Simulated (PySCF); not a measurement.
## A small calculation by hand: oscillator strength and radiative lifetime

CH4ClInO, SMILES [OH][In]([CH3])[Cl].

Coordinates come from a B3LYP-D3(BJ)/def2-SVP optimisation. The structure was generated by enumeration; whether it is a known compound was not checked. The def2 effective core potentials stand for the cores of In; spin–orbit coupling is left out. The values are those of a single conformer.

TDA-PBE/def2-SVPD (PySCF) puts the first singlet state with f over 0.02 at 4.85 eV (vertical), with the transition dipole (0.560, 0.093, 0.000) in atomic units.

Question: Find the oscillator strength, the wavelength and the radiative lifetime that this transition would have in vacuum if emission retraced absorption.

Answer: 
|μ|² = 0.3222 au, so |μ| = 1.44 D. ΔE = 4.85/27.211 = 0.1782 hartree. f = (2/3) ΔE |μ|² = 0.038 (the program prints 0.038).
λ = 1239.84/4.85 = 256 nm; ν = 39118 cm⁻¹.
Einstein's coefficient A = 0.6670 ν² f s⁻¹ (ν in cm⁻¹) = 3.9e7 s⁻¹, so τ = 1/A = 26 ns. This state is S2; the lower singlet has f = 0.004. The figure is the radiative limit of this one transition; relaxation, internal conversion, crossing to triplets and a medium change what is measured.
